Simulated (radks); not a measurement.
Question: Tm+, 68 electrons, occupied as [Xe] 4f13 6s1. Calculated with a radial shooting solver on a logarithmic mesh with Libxc functionals: Dirac Kohn-Sham, PBE, spin-unpolarised, spherical densities, point nucleus; open shells are shared between the two j in proportion to 2j + 1; speed of light set to 13703.6 atomic units (100 times the physical value, a model run).

Spin-orbit splittings of the eigenvalues, e(l+1/2) - e(l-1/2), with zeta = 2 splitting/(2l+1) and mean radii in bohr:

| shell | occ. | splitting (eV) | zeta (eV) | <r> j=l-1/2 | <r> j=l+1/2 |
|---|---|---|---|---|---|
| 2p | 6 | 0.08294 | 0.05529 | 0.07888 | 0.07888 |
| 3p | 6 | ? | ? | 0.2282 | 0.2282 |
| 3d | 10 | 0.004477 | 0.001791 | 0.2011 | 0.2011 |
| 4p | 6 | 0.003828 | 0.002552 | 0.5469 | 0.5469 |
| 4d | 10 | 0.0008321 | 0.0003328 | 0.5740 | 0.5740 |
| 4f | 13 | 0.0001305 | 0.00003727 | 0.7634 | 0.7634 |
| 5p | 6 | 0.0004543 | 0.0003029 | 1.524 | 1.524 |

Estimate the 3p splitting.

Answer: 0.01730 eV (zeta = 0.01153 eV).
